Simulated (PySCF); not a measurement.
**Si4PH11**

Si4PH11 is a small molecule, neutral, singlet. The structure, one conformer, was relaxed in the gas phase by PBE0-D3(BJ)/def2-SVP. No frequency run checks that it is a minimum.

SMILES: [SiH3][Si]([SiH3])([SiH3])P

Coordinates in Å:
```
Si1     1.805    1.055    1.005
Si2     0.030   -0.205    0.138
Si3     0.694   -1.077   -1.933
Si4    -1.868    1.140   -0.121
P5     -0.341   -1.956    1.551
H6      1.427    1.649    2.325
H7      3.009    0.189    1.193
H8      2.140    2.160    0.054
H9     -0.413   -1.880   -2.539
H10     1.892   -1.955   -1.766
H11     1.036    0.048   -2.858
H12    -1.598    2.275   -1.059
H13    -2.997    0.322   -0.664
H14    -2.275    1.696    1.207
H15    -1.582   -2.322    0.940
H16    -0.971   -1.150    2.551
```

Shieldings: GIAO PBE0/pcSseg-1. Shifts are against computed references at the same level: H TMS (σ 31.27 ppm), Si TMS (σ 352.0 ppm). Core levels by delta-SCF with SCAN, pcX-2 on the ionised atom and pcseg-1 elsewhere, spin-free X2C (2p3/2 is the spin-free 2p value less a third of a first-order spin-orbit splitting); from the vacuum level, for chosen atoms.

**Question.** Give the shieldings and core levels atom by atom.

**Answer.** 
| atoms | bonded to | σ (ppm) | δ (ppm) | core level (eV) |
| --- | --- | --- | --- | --- |
| Si1 Si3 | 1 Si + 3 H | 449.1 | -97.2 | 2p3/2 106.40 |
| Si2 | 1 P + 3 Si | 464.1 | -112.1 | 2p3/2 105.89 |
| Si4 | 1 Si + 3 H | 443.7 | -91.7 | 2p3/2 106.35 |
| P5 | 1 Si + 2 H | 586.6 | - | 2p3/2 136.14 |
| H6 H7 H8 | 1 Si | 27.54 | 3.73 | - |
| H9 H10 H11 | 1 Si | 27.54 | 3.73 | - |
| H12 H13 H14 | 1 Si | 27.51 | 3.76 | - |
| H15 H16 | 1 P | 29.35 | 1.92 | - |

Values are those of this one static structure, with the three H of a rotating XH3 group averaged; atoms that internal rotation interchanges would show their mean in an NMR spectrum.

**Question.** Which of Si1, Si2, Si4 holds its core electrons tightest, and by how much against the loosest?

**Answer.** Si1 (bonded to 1 Si + 3 H), by 0.51 eV over Si2 (bonded to 1 P + 3 Si).

**Question.** By CAM-B3LYP/def2-SVPD (TDDFT singlets, Tamm-Dancoff triplets, ionisation by delta-SCF), where does absorption start, and what does vertical ionisation take?

**Answer.** The lowest singlet lies at 6.01 eV (f 0.079), the lowest triplet at 5.19 eV; vertical ionisation takes 9.15 eV.

The 3 runs behind this took 3 min in all, one thread each of Arm Neoverse V2 on a shared host, launched as `OMP_NUM_THREADS=1 python cluster_run.py task.json out`.
